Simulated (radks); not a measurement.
Species: As3+. Configuration: [Ar] 3d10 4s2.

Method: non-relativistic Kohn-Sham, r2SCAN, spin-polarised, spherical densities, point nucleus; meta-GGA in the generalised Kohn-Sham scheme; computed with a radial shooting solver on a logarithmic mesh with Libxc functionals.

Energy parts (eV):
| part | energy |
|---|---|
| total | -60783.559 |
| kinetic | 60747.498 |
| electron-nucleus | -144384.412 |
| Hartree | 25086.681 |
| exchange-correlation | -2233.326 |

Orbitals (lengths in bohr, moments of r in powers of bohr; <r^-3> diverges for s and p1/2; r(90%) holds 90 % of the orbital's charge):
orbital,occ.,eigenvalue (eV),<r^-3>,<r^2>,r(90%),<r>
1s,2,-11606.12,-,0.002883,0.0826,0.04639
2s,2,-1494.156,-,0.05020,0.319,0.2064
2p,6,-1337.749,1041,0.03909,0.291,0.1788
3s,2,-223.7195,-,0.4251,0.906,0.6077
3p,6,-170.2279,142.7,0.4519,0.950,0.6206
3d,10,-76.9186,17.05,0.5598,1.11,0.6682
4s,2,-44.0427,-,3.544,2.58,1.772

The highest occupied level is 4s at -44.043 eV. Summed over all electrons, <r^2> = 16.59 bohr^2, which gives a Langevin (diamagnetic) susceptibility term of -13.1 x 10^-6 cm^3/mol. Virial ratio -V/T = 2.00059. For comparison, the ionisation energy in NIST's Atomic Spectra Database is 50.2 eV (measured). In exact Kohn-Sham theory the highest level is minus the ionisation energy, but local and semilocal functionals leave it too shallow, through self-interaction and a potential that decays too fast; potentials with the right tail come closer.

Run on one thread of a shared host, so times are rough (Arm Neoverse N1): 0.19 s of CPU time, 0.19 s wall, 12 iterations on 2476 mesh points.
